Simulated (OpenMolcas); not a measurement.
Ir6+ (d3) among equal point charges was computed by CASSCF with the d shell active (OpenMolcas, ANO-RCC-VDZP on the metal). Its lowest spin-free states, and all those of the highest spin:

```json
{"2S+1": "4", "Degeneracy": "3", "E (cm-1)": "0.0"}
{"2S+1": "4", "Degeneracy": "3", "E (cm-1)": "2684"}
{"2S+1": "4", "Degeneracy": "1", "E (cm-1)": "5898"}
{"2S+1": "2", "Degeneracy": "2", "E (cm-1)": "15218"}
{"2S+1": "4", "Degeneracy": "3", "E (cm-1)": "16636"}
{"2S+1": "2", "Degeneracy": "3", "E (cm-1)": "16975"}
{"2S+1": "2", "Degeneracy": "3", "E (cm-1)": "17168"}
{"2S+1": "2", "Degeneracy": "1", "E (cm-1)": "18664"}
{"2S+1": "2", "Degeneracy": "3", "E (cm-1)": "21413"}
{"2S+1": "2", "Degeneracy": "3", "E (cm-1)": "22626"}
{"2S+1": "2", "Degeneracy": "3", "E (cm-1)": "22698"}
{"2S+1": "2", "Degeneracy": "2", "E (cm-1)": "23793"}
```

Is the site octahedral, tetrahedral or cube-like, axial, or of lower symmetry?

The states with 2S+1 = 4 have orbital degeneracies 3, 3, 1, 3. Threefold states need a cubic site. For d3 at this spin an octahedron puts the single A2 below the threefold T2 and a tetrahedron or cube puts the threefold T1 below the threefold T2, so the site is a tetrahedron or a cube, which this pattern cannot tell apart. The run had Ir6+ among 4 point charges of -2 e arranged as a tetrahedron (Td), 1.94 Å from the ion.

Spin-orbit coupling mixes the spin-free states strongly: the lowest level takes only 48 % from its leading state, 4T1. Without dynamic correlation the repulsion within the d shell is too large (B by tens of per cent), so at a given field states of lower spin stand too high. Point charges give a weaker field than real ligands, and real ions of this kind are as a rule low spin; the high spin found here belongs to the model. This is an electrostatic model: the charges have no orbitals. No measured value stands beside these numbers.
